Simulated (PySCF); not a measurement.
Mayer bond orders and bond lengths

Compound: C7H11ClN2.
Atom-mapped SMILES: `[CH3:1][CH2:2][CH2:3][c:4]1[cH:5][c:6]([Cl:7])[n:8]([CH3:9])[n:10]1` (hydrogens: H11, H12, H13 on C1; H14, H15 on C2; H16, H17 on C3; H18 on C5; H19, H20, H21 on C9)

Cartesian coordinates in Å at the PBE0-D3(BJ)/def2-SVP level; atoms count from 1:
```xyz
21
C7H11ClN2 angstrom
C      2.5023   -0.1632    0.9607
C      2.3603    0.5307   -0.3837
C      1.0695    1.3437   -0.5173
C     -0.1681    0.5109   -0.4339
C     -0.6544   -0.4234   -1.3806
C     -1.7912   -0.9307   -0.7848
Cl    -2.9133   -2.0961   -1.3315
N     -1.9344   -0.3247    0.4182
C     -2.9752   -0.5297    1.3904
N     -0.9507    0.5519    0.6398
H      1.6609   -0.8486    1.1466
H      3.4334   -0.7475    1.0156
H      2.5136    0.5674    1.7854
H      3.2186    1.2032   -0.5516
H      2.3997   -0.2176   -1.1948
H      1.0784    1.8887   -1.4755
H      1.0171    2.0993    0.2824
H     -0.2488   -0.6898   -2.3528
H     -2.9749   -1.5671    1.7568
H     -3.9634   -0.3055    0.9624
H     -2.7710    0.1533    2.2221
```

Bond orders from the PBE0/pcSseg-1 density (PySCF). One conformer (not necessarily the lowest) at the PBE0-D3(BJ)/def2-SVP geometry, without solvent, vibrations or thermal averaging.

Where do the orders between heavy atoms depart from those drawn in the SMILES?

The largest departure is 0.411, at C6–N8 (drawn aromatic, 1.089), counting aromatic bonds as 1.5. The bonds drawn aromatic range from 1.09 to 1.49.

Set the Mayer orders of the bonds beside their lengths.

```csv
bond,drawn as,length (Å),Mayer order
C1–C2,single,1.520,1.051
C2–C3,single,1.531,1.037
C3–C4,single,1.494,1.044
C4–C5,aromatic,1.416,1.271
C5–C6,aromatic,1.380,1.384
C6–Cl7,single,1.708,1.034
C6–N8,aromatic,1.355,1.089
N8–C9,single,1.439,0.909
N8–N10,aromatic,1.336,1.198
N10–C4,aromatic,1.329,1.488
C1–H11,single,1.101,0.959
C1–H12,single,1.101,0.967
C1–H13,single,1.102,0.966
C2–H14,single,1.103,0.955
C2–H15,single,1.104,0.950
C3–H16,single,1.102,0.942
C3–H17,single,1.101,0.934
C5–H18,single,1.087,0.994
C9–H19,single,1.100,0.958
C9–H20,single,1.100,0.958
C9–H21,single,1.095,0.955
```

Bonds between the same two heavy elements. C–C: lowest C2–C3 (1.037, 1.531 Å), highest C5–C6 (1.384, 1.380 Å). C–N: lowest N8–C9 (0.909, 1.439 Å), highest N10–C4 (1.488, 1.329 Å).

Sum the orders of all bonds at each heavy atom with more than one neighbour and set the sums beside the valence in the SMILES.

C1 3.943 (drawn 4), C2 3.993 (drawn 4), C3 3.957 (drawn 4), C4 3.803 (drawn 4), C5 3.649 (drawn 4), C6 3.507 (drawn 4), N8 3.196 (drawn 3), C9 3.780 (drawn 4), N10 2.686 (drawn 3). Orders between atoms that aren't bonded are not in these sums.

Mayer orders depend on the basis set.
